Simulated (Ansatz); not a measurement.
Series GeX2: PBE-D4/def2-SVP single points in Ansatz on relaxed structures, gas phase. Core potentials for I, no spin–orbit coupling. Binding counts from free atoms in the multiplicity of their measured ground term, without zero-point energy. The structures are stationary points that may keep the symmetry of their start.

```json
{"species": "GeF2", "atoms": "3", "state": "singlet", "geometry": "PBE-D4/def2-TZVP", "HOMO (eV)": "-7.47", "LUMO (eV)": "-3.26", "gap (eV)": "4.22", "binding per atom (eV)": "3.87", "point group (within 0.1 Å)": "C2v"}
{"species": "GeI2", "atoms": "3", "state": "singlet", "geometry": "PBE-D4/def2-TZVP", "HOMO (eV)": "-6.30", "LUMO (eV)": "-3.99", "gap (eV)": "2.31", "binding per atom (eV)": "2.23", "point group (within 0.1 Å)": "C2v"}
{"species": "GeH2", "atoms": "3", "state": "singlet", "geometry": "r2SCAN-D4/def2-TZVP", "HOMO (eV)": "-5.83", "LUMO (eV)": "-3.90", "gap (eV)": "1.92", "binding per atom (eV)": "2.00", "point group (within 0.1 Å)": "C2v"}
{"species": "Ge(NH2)2 (GeN2H4)", "atoms": "7", "state": "singlet", "geometry": "r2SCAN-D4/def2-TZVP", "HOMO (eV)": "-5.25", "LUMO (eV)": "-1.07", "gap (eV)": "4.18", "binding per atom (eV)": "3.43", "point group (within 0.1 Å)": "C2v"}
{"species": "GeMe2 (C2H6Ge)", "atoms": "9", "state": "singlet", "geometry": "PBE-D4/def2-TZVP", "HOMO (eV)": "-4.99", "LUMO (eV)": "-3.00", "gap (eV)": "1.99", "binding per atom (eV)": "3.65", "point group (within 0.1 Å)": "–"}
```

(1) Estimate the rows for GeCl2 (singlet, PBE-D4/def2-TZVP geometry); GeBr2 (singlet, PBE0-D4/def2-TZVP geometry).

(1) 
```json
{"species": "GeCl2", "atoms": "3", "state": "singlet", "geometry": "PBE-D4/def2-TZVP", "HOMO (eV)": "-6.86", "LUMO (eV)": "-3.69", "gap (eV)": "3.17", "binding per atom (eV)": "2.91", "point group (within 0.1 Å)": "C2v"}
{"species": "GeBr2", "atoms": "3", "state": "singlet", "geometry": "PBE0-D4/def2-TZVP", "HOMO (eV)": "-6.61", "LUMO (eV)": "-3.79", "gap (eV)": "2.82", "binding per atom (eV)": "2.59", "point group (within 0.1 Å)": "C2v"}
```

The gap (eV) runs from 1.92 (GeH2) to 4.22 (GeF2).
